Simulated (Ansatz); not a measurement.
GeNH$_{8}$F, singlet: a nudged elastic band.

Input (in.yaml):

```yaml
crystal:
  periodic: [false, false, false]
  atoms:
    - {symbol: Ge, position_ang: [-1.139668, -1.402927, -1.117619]}
    - {symbol: H, position_ang: [-0.756994, -2.590380, -0.233704]}
    - {symbol: H, position_ang: [-2.450276, -1.726524, -1.861418]}
    - {symbol: H, position_ang: [-1.404742, -0.160572, -0.249434]}
    - {symbol: H, position_ang: [-0.050297, -1.093762, -2.147498]}
    - {symbol: H, position_ang: [1.451609, 2.365339, 0.724907]}
    - {symbol: N, position_ang: [0.831224, 1.644716, 1.073356]}
    - {symbol: H, position_ang: [1.309766, 0.150997, 0.666287]}
    - {symbol: F, position_ang: [1.543344, -0.748561, 0.398901]}
    - {symbol: H, position_ang: [-0.085212, 1.800528, 0.669880]}
    - {symbol: H, position_ang: [0.751347, 1.760944, 2.076241]}
basis:
  gaussian: {orbitals: def2-SVP}
hamiltonian: {xc: hf}
neb:
  images: 3
  climbing: true
  max_iterations: 25
  initial_path: idpp
  max_displacement: 0.05
  final_atoms:
    - {symbol: Ge, position_ang: [-0.590682, -0.569452, -1.518780]}
    - {symbol: H, position_ang: [0.455014, -1.615974, 2.482283]}
    - {symbol: H, position_ang: [-0.794087, -1.719476, -2.525185]}
    - {symbol: H, position_ang: [-1.722155, -0.530343, -0.491410]}
    - {symbol: H, position_ang: [-0.330874, 0.752712, -2.241381]}
    - {symbol: H, position_ang: [1.056427, 0.937442, 0.646668]}
    - {symbol: N, position_ang: [0.204491, 1.484607, 0.609708]}
    - {symbol: H, position_ang: [0.601711, -1.578944, 1.750199]}
    - {symbol: F, position_ang: [0.883932, -1.039549, -0.693033]}
    - {symbol: H, position_ang: [0.464232, 2.451110, 0.457377]}
    - {symbol: H, position_ang: [-0.227908, 1.427669, 1.523454]}
```

Launched with

```bash
ansatz run in.yaml --threads 4 --pin off --events-out ev --progress --plain --max-ram 9574MiB
```

What Ansatz 0.2.0 printed:

```
Functional definition: HF
  name "HF"
  cite "Fock, Z. Phys. 61, 126 (1930) doi:10.1007/BF01340294"
  parent pbe
  exchange = exact_x
  correlation = 0
1085 factors; integrals over basis functions are off by at most 5.5e-4 eV
mean field evaluation 1: about -60774.6328 eV, gradient 3.3e1 eV
mean field evaluation 2: about -60774.6779 eV, gradient 3.3e1 eV
mean field evaluation 4: about -60777.0652 eV, gradient 2.5e0 eV
mean field evaluation 8: about -60777.0931 eV, gradient 1.7e-1 eV
mean field -60777.09323411 eV, -2233.5169801602 hartree, gradient 2.5e-5 eV, S^2 0.000000; 0 other end points of the search recorded, 0 dependent functions left out
the calculation of the forces begins
reference -60777.09323411 eV, -2233.5169801602 hartree; 28, 28 occupied and 72, 72 virtual orbitals, 1085 factors
1079 factors; integrals over basis functions are off by at most 6.6e-4 eV
mean field evaluation 16: about -60777.0022 eV, gradient 2.7e0 eV
mean field -60777.03011394 eV, -2233.5146605367 hartree, gradient 2.9e-5 eV, S^2 0.000000; 0 other end points of the search recorded, 0 dependent functions left out
the calculation of the forces begins
reference -60777.03011394 eV, -2233.5146605367 hartree; 28, 28 occupied and 72, 72 virtual orbitals, 1079 factors
WARN: NEB end point (image 0): max|allowed force component| = 1.533e0 eV/Å (the criterion of neb.relax_end_points is 1.000e-2). That is over neb.f_tol: it is no minimum, so the barrier can be far off. Relax it first
WARN: NEB end point (image 4): max|allowed force component| = 3.098e-1 eV/Å (the criterion of neb.relax_end_points is 1.000e-2). That is over neb.f_tol: it is no minimum, so the barrier can be far off. Relax it first
1087 factors; integrals over basis functions are off by at most 6.5e-4 eV
mean field evaluation 32: about -60771.7758 eV, gradient 1.2e-1 eV
mean field -60771.77591747 eV, -2233.3215723779 hartree, gradient 4.8e-5 eV, S^2 0.000000; 0 other end points of the search recorded, 0 dependent functions left out
the calculation of the forces begins
reference -60771.77591747 eV, -2233.3215723779 hartree; 28, 28 occupied and 72, 72 virtual orbitals, 1087 factors
1088 factors; integrals over basis functions are off by at most 6.2e-4 eV
mean field evaluation 64: about -60758.6360 eV, gradient 4.9e0 eV
mean field -60767.37838680 eV, -2233.1599661063 hartree, gradient 3.5e-5 eV, S^2 0.000000; 0 other end points of the search recorded, 0 dependent functions left out
the calculation of the forces begins
reference -60767.37838680 eV, -2233.1599661063 hartree; 28, 28 occupied and 72, 72 virtual orbitals, 1088 factors
1084 factors; integrals over basis functions are off by at most 8.8e-4 eV
mean field -60772.31421373 eV, -2233.3413544005 hartree, gradient 2.6e-5 eV, S^2 0.000000; 0 other end points of the search recorded, 0 dependent functions left out
the calculation of the forces begins
reference -60772.31421373 eV, -2233.3413544005 hartree; 28, 28 occupied and 72, 72 virtual orbitals, 1084 factors
NEB iter   1: max|band force component| = 6.735e0 eV/Å  barrier→ = 9.7148 eV  barrier← = 9.6517 eV  Δτ_max = 0.0500 Å  (196 SCF iters)
NEB iter   2: max|band force component| = 6.755e0 eV/Å  barrier→ = 9.1927 eV  barrier← = 9.1296 eV  Δτ_max = 0.0500 Å  (115 SCF iters)
NEB iter   3: max|band force component| = 6.713e0 eV/Å  barrier→ = 8.7731 eV  barrier← = 8.7100 eV  Δτ_max = 0.0500 Å  (111 SCF iters)
NEB iter   4: max|band force component| = 6.514e0 eV/Å  barrier→ = 8.4798 eV  barrier← = 8.4166 eV  Δτ_max = 0.0498 Å  (112 SCF iters)
NEB iter   5: max|band force component| = 6.180e0 eV/Å  barrier→ = 8.1379 eV  barrier← = 8.0748 eV  Δτ_max = 0.0500 Å  (108 SCF iters)
NEB iter   6: max|band force component| = 5.420e0 eV/Å  barrier→ = 7.8710 eV  barrier← = 7.8079 eV  Δτ_max = 0.0500 Å  (104 SCF iters)
NEB iter   7: max|band force component| = 4.051e0 eV/Å  barrier→ = 7.5324 eV  barrier← = 7.4693 eV  Δτ_max = 0.0500 Å  (102 SCF iters)
NEB iter   8: max|band force component| = 4.330e0 eV/Å  barrier→ = 7.1520 eV  barrier← = 7.0889 eV  Δτ_max = 0.0500 Å  (98 SCF iters)
NEB iter   9: max|band force component| = 4.618e0 eV/Å  barrier→ = 6.6687 eV  barrier← = 6.6056 eV  Δτ_max = 0.0498 Å  (97 SCF iters)
NEB iter  10: max|band force component| = 4.716e0 eV/Å  barrier→ = 6.2831 eV  barrier← = 6.2200 eV  Δτ_max = 0.0500 Å  (97 SCF iters)
NEB iter  11: max|band force component| = 4.719e0 eV/Å  barrier→ = 5.9999 eV  barrier← = 5.9368 eV  Δτ_max = 0.0500 Å  (98 SCF iters)
NEB iter  12: max|band force component| = 4.685e0 eV/Å  barrier→ = 5.8396 eV  barrier← = 5.7764 eV  Δτ_max = 0.0500 Å  (97 SCF iters)
NEB iter  13: max|band force component| = 4.551e0 eV/Å  barrier→ = 5.6258 eV  barrier← = 5.5627 eV  Δτ_max = 0.0500 Å  (98 SCF iters)
NEB iter  14: max|band force component| = 4.427e0 eV/Å  barrier→ = 5.4288 eV  barrier← = 5.3657 eV  Δτ_max = 0.0500 Å  (97 SCF iters)
NEB iter  15: max|band force component| = 4.306e0 eV/Å  barrier→ = 5.3006 eV  barrier← = 5.2375 eV  Δτ_max = 0.0500 Å  (94 SCF iters)
NEB iter  16: max|band force component| = 4.257e0 eV/Å  barrier→ = 5.1844 eV  barrier← = 5.1212 eV  Δτ_max = 0.0500 Å  (95 SCF iters)
NEB iter  17: max|band force component| = 4.111e0 eV/Å  barrier→ = 5.0462 eV  barrier← = 4.9830 eV  Δτ_max = 0.0500 Å  (95 SCF iters)
NEB iter  18: max|band force component| = 3.085e0 eV/Å  barrier→ = 4.7417 eV  barrier← = 4.6786 eV  Δτ_max = 0.0500 Å  (95 SCF iters)
NEB iter  19: max|band force component| = 1.752e0 eV/Å  barrier→ = 4.4315 eV  barrier← = 4.3684 eV  Δτ_max = 0.0500 Å  (95 SCF iters)
NEB iter  20: max|band force component| = 1.939e0 eV/Å  barrier→ = 4.1962 eV  barrier← = 4.1331 eV  Δτ_max = 0.0500 Å  (94 SCF iters)
NEB iter  21: max|band force component| = 2.029e0 eV/Å  barrier→ = 4.0249 eV  barrier← = 3.9618 eV  Δτ_max = 0.0500 Å  (94 SCF iters)
NEB iter  22: max|band force component| = 2.069e0 eV/Å  barrier→ = 3.8612 eV  barrier← = 3.7981 eV  Δτ_max = 0.0500 Å  (93 SCF iters)
NEB iter  23: max|band force component| = 2.071e0 eV/Å  barrier→ = 3.6970 eV  barrier← = 3.6339 eV  Δτ_max = 0.0500 Å  (97 SCF iters)
NEB iter  24: max|band force component| = 2.085e0 eV/Å  barrier→ = 3.5148 eV  barrier← = 3.4517 eV  Δτ_max = 0.0500 Å  (94 SCF iters)
NEB iter  25: max|band force component| = 2.080e0 eV/Å  barrier→ = 3.3171 eV  barrier← = 3.2540 eV  Δτ_max = 0.0500 Å  (89 SCF iters)
Error: NEB band did not converge after 25 iterations: max|band force component| = 2.08e0 eV/Å (threshold 5.0e-2); raise `neb.max_iterations` in a new run, which can start from the last band evaluated (`neb.initial_path`, with `crystal.atoms` and `neb.final_atoms` set to its first and last images), add images, or start from endpoints closer to local minima. Where this run's directory can be resumed (`checkpoint.write`), a resume goes on for up to `neb.max_iterations` more; to start a new run from the last band, take its images' positions from the `neb_iteration` event of iteration 25 (`data.images[].positions_ang`), in the event stream of the run that computed that iteration (not this run's, if it was resumed behind it). With `checkpoint.write`, `steps/00-neb/state/checkpoint.json` in the run directory holds the last saved band, under `neb.evaluated.images[].positions_ang` (a band under a hybrid functional on support functions is neither saved nor resumed: `neb.initial_path` says where its path is): check the last entry of `neb.iterations` there, which is earlier than 25 if that iteration was not saved or its write failed. If the band's step has no `state` directory and holds `state.next`, a write was cut short, and the file is under `state.next` instead (behind a loss of power it can be under `state.prev`)
a run's events are kept only if it was started with --events-out <file>, and are in that file

[the SCF lines of later steps are left out]
```

Hardware: 4 CPU threads of an Arm Neoverse V2, shared host. Wall time about 45 s.


The run did not converge within its limit. No image was climbing yet, so the last barrier printed is not the barrier.